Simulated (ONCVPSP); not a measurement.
## Configuration tests for Sb (Z = 51) (ONCV)

antimony (Sb), optimised norm-conserving Vanderbilt (ONCV), made with ONCVPSP 4.0.1 (LDA (Perdew-Wang 92), scalar-relativistic). Core [Kr], reference 4d10 5s2 5p2 (charge +1). Waves: 5s: rc 1.85 bohr, ncon 5, nbas 8, qcut 3.1 1/bohr, 3 projectors, debl 3.3 Ha; 5p: rc 2.50 bohr, ncon 4, nbas 9, qcut 3.8 1/bohr, 3 projectors, debl 2.8 Ha; 4d: rc 1.00 bohr, ncon 3, nbas 6, qcut 8.5 1/bohr, 2 projectors, debl 3.2 Ha. Local part: polynomial inside 0.75 bohr (lpopt 4, dvloc0 0 Ha). Core correction: polynomial model core, fcfact 0.65.

Energies are relative to the spin-unpolarised reference configuration 4d10 5s2 5p2; without spin polarisation the order of configurations can differ from experiment.

```json
{"valence configuration": "4d10 5s2 5p1", "charge": "+2", "ΔE all-electron (eV)": "16.247", "error AE − PS (meV)": "-6.7"}
{"valence configuration": "4d10 5s2 5p0", "charge": "+3", "ΔE all-electron (eV)": "41.027", "error AE − PS (meV)": "-27"}
```

Q: What are ΔE and the potential's error for 4d10 5s2 5p3?

A: ΔE = -8.515 eV all-electron; the error (AE − PS) is +1.5 meV.

Q: What are ΔE and the potential's error for 4d10 5s1 5p4?

A: ΔE = -0.303 eV all-electron; the error (AE − PS) is +1.4 meV.

Levels in the configuration 4d10 5s2 5p0:

```
level  all-electron (eV)  pseudo (eV)
   4d            -62.951      -62.842
   5s            -39.395      -39.415
```

Note: ghosts flagged at negative energy: s at -505.0 eV, s at -126.7 eV; GHOST(+) flagged for p at 8.1 eV, s at 473.5 eV. A true bound ghost makes a file unfit for plane-wave use.
